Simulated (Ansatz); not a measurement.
Saddle point of BH$_{2}$ClF$_{4}$, closed shell (BClF₂ ([F][B]([F])[Cl]) + HF + HF → BF₃ ([F][B]([F])[F]) + HCl + HF; bonds formed: B1–F6, Cl2–H7, H5–F8; bonds broken: B1–Cl2, H5–F6, H7–F8), PBE0-D4/def2-TZVP structure:

```xyz
8
angstrom
B -0.2618 -1.0136 0.1564
Cl 1.5843 -0.3173 -0.0568
F -0.4833 -1.9279 -0.7815
F -0.4478 -1.3339 1.4343
H -0.5529 1.1964 -0.2009
F -1.1197 0.1950 -0.1539
H 1.0210 1.2193 -0.1653
F 0.2601 1.9820 -0.2322
```

Energies are electronic, without zero-point energy. Barriers and step energies count from the start structure reached by relaxing down the imaginary mode; all methods use the PBE0-D4 structures, on which another method's saddle can fall below an end. Program: Ansatz 0.2.0. Basis: def2-TZVPP, with def2-QZVPP for the basis limit. Cores are frozen in the correlated methods. B3LYP uses VWN-RPA correlation. Extrapolation: Hartree–Fock as exp(−7.88 √X), correlation as X^−2.97.

```json
{"method": "SPW92", "barrier (kcal/mol)": "-10.17", "step energy (kcal/mol)": "-7.56"}
{"method": "PBE-D4", "barrier (kcal/mol)": "1.38", "step energy (kcal/mol)": "-9.65"}
{"method": "BLYP-D4", "barrier (kcal/mol)": "?", "step energy (kcal/mol)": "-11.94"}
{"method": "r2SCAN-D4", "barrier (kcal/mol)": "?", "step energy (kcal/mol)": "-11.20"}
{"method": "B97M-V", "barrier (kcal/mol)": "8.06", "step energy (kcal/mol)": "-12.79"}
{"method": "PBE0-D4", "barrier (kcal/mol)": "3.29", "step energy (kcal/mol)": "-11.00"}
{"method": "B3LYP-D4", "barrier (kcal/mol)": "6.12", "step energy (kcal/mol)": "-12.87"}
{"method": "r2SCAN0-D4", "barrier (kcal/mol)": "3.16", "step energy (kcal/mol)": "-12.05"}
{"method": "BHLYP-D4", "barrier (kcal/mol)": "8.60", "step energy (kcal/mol)": "-14.40"}
{"method": "CAM-B3LYP-D4", "barrier (kcal/mol)": "4.42", "step energy (kcal/mol)": "-13.15"}
{"method": "wB97X-V", "barrier (kcal/mol)": "5.70", "step energy (kcal/mol)": "-11.91"}
{"method": "wB97M-V", "barrier (kcal/mol)": "5.80", "step energy (kcal/mol)": "-11.65"}
{"method": "B2PLYP", "barrier (kcal/mol)": "6.72", "step energy (kcal/mol)": "-13.03"}
{"method": "PBE-QIDH", "barrier (kcal/mol)": "4.89", "step energy (kcal/mol)": "-11.87"}
{"method": "RPA on PBE", "barrier (kcal/mol)": "6.40", "step energy (kcal/mol)": "-13.43"}
{"method": "HF", "barrier (kcal/mol)": "18.97", "step energy (kcal/mol)": "-18.78"}
{"method": "MP2", "barrier (kcal/mol)": "?", "step energy (kcal/mol)": "-11.96"}
{"method": "CCSD", "barrier (kcal/mol)": "9.22", "step energy (kcal/mol)": "-14.18"}
{"method": "CCSD(T)", "barrier (kcal/mol)": "7.24", "step energy (kcal/mol)": "-13.08"}
```

(1) Fill in the withheld barriers. (An estimate is asked for; the value comes from the calculation.)

No T1 diagnostic of these runs exceeds 0.012.

Answers

(1) The calculation gives: r2SCAN-D4 1.54; MP2 6.27; BLYP-D4 5.37 kcal/mol. Each is the energy of the saddle less that of the start structure, by the same method.

For comparison, the barrier by CCSD(T) at an estimated basis limit (MP2 extrapolated from triple and quadruple zeta, plus CCSD(T) − MP2 in triple zeta) is 8.11 kcal/mol.

Labels in which every atom is bracketed show which atoms are joined, not bond orders.

For scale, one of the runs: CCSD(T)/def2-TZVPP, 225 basis functions, launched by `ansatz run in.yaml --threads 8 --pin off --events-out ev --progress --plain --max-ram 19148MiB`. Hardware: 8 CPU threads of an Arm Neoverse V2, shared host. Wall time 86 s; peak host memory 4.2 GiB.
